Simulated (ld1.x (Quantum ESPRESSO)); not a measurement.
## Sn (Z = 50): one change to a TM potential, before and after

ld1.x (Quantum ESPRESSO) 7.5 input, shortened:

```
&input
   title='Sn', zed=50., rel=1, dft='PBESOL', iswitch=3,
   config='[Kr] 4d10 5s2 5p1'
 /
 &inputp
   pseudotype=2, tm=.true., lloc=1,
   nlcc=.true., new_core_ps=.true., rcore=1.10
 /
3
5S  1  0   2.00   0.00  1.75  1.75  0.0
4D  3  2  10.00   0.00  1.55  1.55  0.0
5P  2  1   1.00   0.00  1.95  1.95  0.0
 &test
   configts(1)='4d10 5s2 5p1'
 /
```

Change: all radii but the core radius scaled by about 0.77 (s 1.34, p 1.50, d 1.20 bohr).

Cutoffs: the cutoffs (Ry, on a coarse ladder) from which the occupation-weighted sum of valence levels, in a spherical-Bessel basis at the reference potential, stays within 10 and 1 mRy of its value at 400 Ry; they do not see the model core or the augmentation charge, which bear on the density cutoff. Errors are all-electron minus pseudo energies relative to the spin-unpolarised reference configuration.

Task: What does the change do?

Result: The potential gets harder (90 Ry and 140 Ry → 140 Ry and 200 Ry); the bound ghost in s disappears; of the 7 tests that both files solve, the error grows in 4 and shrinks in 3 by more than 15 % and 0.3 meV (median size 9.5 → 14.0 meV). A smaller radius makes the pseudo-wave follow the all-electron one further in, where it bends more sharply, so more plane waves are needed.

| quantity | base | changed |
| --- | --- | --- |
| cutoff, loose | 90 Ry | 140 Ry |
| cutoff, tight | 140 Ry | 200 Ry |
| loose cutoff by channel (10 mRy a level) | s 18 Ry, d 70 Ry, p 8 Ry | s 110 Ry, d 80 Ry, p 100 Ry |
| bound ghosts | s | none |
| error for 4d10 5s2 5p2, meV [ΔE -6.90 eV] | -0.4 | +9.6 |
| error for 4d10 5s2 5p0, meV [ΔE 13.97 eV] | -14 | -2.6 |
| error for 4d10 5s1 5p0, meV [ΔE 44.99 eV] | -69 | -30 |
| error for 4d10 5s0 5p4, meV [ΔE 7.35 eV] | -9.5 | -17 |
| error for 4d10 5s2 5p2.3, meV [ΔE -7.75 eV] | -0.5 | +14 |
| error for 4d10 5s0 5p0, meV [ΔE 86.03 eV] | -98 | -164 |
| error for 4d10 5s1 5p2, meV [ΔE 7.69 eV] | -4.2 | -0.3 |

 A true bound ghost makes a file unfit for plane-wave use even where its test errors are small: the radial tests pick states by their node count and pass the ghost by.
